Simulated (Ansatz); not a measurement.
CH7NSSi can be A, `N[SiH2]CS`, or B, `NC[SiH2]S`.

Program: Ansatz. Geometries: PBE0-D4/def2-TZVP. ΔE: electronic, gas phase. CBS: MP2 limit from def2 TZ/QZ plus the TZ coupled-cluster correction, frozen cores. DFT in def2-TZVPP. B3LYP here is the variant with VWN-RPA as its local correlation; programs differ in this. Each species was taken in one conformer, which may not be the lowest.

Problem. Which is lower in electronic energy at CCSD(T)/CBS, and by how much? (Best estimate.)

Solution. Computed: A, by 28.9 kJ/mol.

Problem. Give E(B) − E(A) in kJ/mol with PBE0-D4, PBE-D4, r2SCAN-D4, CCSD(T)/def2-TZVPP, B3LYP-D4, MP2/def2-TZVPP, ωB97M-V. (An estimate is asked.)

Solution. Ansatz gave: PBE0-D4 23.2, PBE-D4 22.1, r2SCAN-D4 26.7, CCSD(T)/def2-TZVPP 27.5, B3LYP-D4 28.0, MP2/def2-TZVPP 31.2, ωB97M-V 28.6. None reverses the order clearly.

Largest T1 diagnostic: 0.010.

The D4 term adds +3.0 kJ/mol with B3LYP and +1.5 kJ/mol with PBE0; it sums over pairs of atoms, weighted by their polarisabilities, and B3LYP, whose exchange is more repulsive, gets the larger term.
